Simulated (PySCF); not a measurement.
C₄H₁₀Si₂. Atoms are numbered in the order given.

```xyz
16

C      3.6195    -0.9130    -0.0917
C      2.5614    -0.3149     0.4732
Si     1.2941     0.6829    -0.4819
C     -0.4124    -0.0932    -0.3420
C     -1.4812     0.5158     0.2081
Si    -3.1798    -0.2670     0.3667
H      3.8169    -0.8412    -1.1676
H      4.3391    -1.5003     0.4905
H      2.4213    -0.4287     1.5571
H      1.1948     2.0739     0.0539
H      1.7343     0.7235    -1.9095
H     -0.5352    -1.1183    -0.7231
H     -1.3551     1.5401     0.5906
H     -4.2055     0.5443    -0.3557
H     -3.5944    -0.3423     1.8002
H     -3.1405    -1.6423    -0.2093
```

The structure is a stationary point at B3LYP-D3(BJ)/def2-SVP. The structure was generated by enumeration; whether it is a known compound was not checked. Other conformers were not sampled.

These are PySCF with r2SCAN/def2-TZVP values and carry that method's errors.

Atomic charges (e):

| atom | meta-Löwdin | Löwdin | Mulliken |
|---|---|---|---|
| C1 | -0.22 | -0.20 | -0.22 |
| C2 | -0.35 | -0.31 | -0.26 |
| Si3 | ? | 0.34 | 0.35 |
| C4 | ? | -0.28 | -0.26 |
| C5 | ? | -0.31 | -0.24 |
| Si6 | ? | 0.28 | 0.26 |
| H7 | 0.12 | 0.12 | 0.12 |
| H8 | 0.12 | 0.12 | 0.12 |
| H9 | ? | 0.14 | 0.11 |
| H10 | -0.11 | -0.03 | -0.04 |
| H11 | -0.10 | -0.03 | -0.04 |
| H12 | ? | 0.14 | 0.11 |
| H13 | 0.12 | 0.14 | 0.11 |
| H14 | -0.09 | -0.04 | -0.04 |
| H15 | -0.09 | -0.04 | -0.04 |
| H16 | -0.09 | -0.04 | -0.04 |

Problem. Complete the blanks. (The exact figures need the calculation; the answer reports its results.)

Solution. 
- Si3, meta-Löwdin: 0.63
- C4, meta-Löwdin: -0.33
- C5, meta-Löwdin: -0.32
- Si6, meta-Löwdin: 0.48
- H9, meta-Löwdin: 0.12
- H12, meta-Löwdin: 0.12

Computed Mayer and Wiberg (Löwdin basis) orders of the bonds:
```json
[
 {"bond": "C1–C2", "Mayer": "1.89", "Wiberg": "2.22"},
 {"bond": "C2–Si3", "Mayer": "0.98", "Wiberg": "1.12"},
 {"bond": "Si3–C4", "Mayer": "0.98", "Wiberg": "1.10"},
 {"bond": "C4–C5", "Mayer": "1.84", "Wiberg": "2.10"},
 {"bond": "C5–Si6", "Mayer": "0.99", "Wiberg": "1.17"},
 {"bond": "C1–H7", "Mayer": "0.96", "Wiberg": "0.89"},
 {"bond": "C1–H8", "Mayer": "0.95", "Wiberg": "0.89"},
 {"bond": "C2–H9", "Mayer": "0.93", "Wiberg": "0.84"},
 {"bond": "Si3–H10", "Mayer": "0.95", "Wiberg": "0.90"},
 {"bond": "Si3–H11", "Mayer": "0.94", "Wiberg": "0.90"},
 {"bond": "C4–H12", "Mayer": "0.93", "Wiberg": "0.83"},
 {"bond": "C5–H13", "Mayer": "0.93", "Wiberg": "0.83"},
 {"bond": "Si6–H14", "Mayer": "0.94", "Wiberg": "0.95"},
 {"bond": "Si6–H15", "Mayer": "0.94", "Wiberg": "0.95"},
 {"bond": "Si6–H16", "Mayer": "0.95", "Wiberg": "0.95"}
]
```
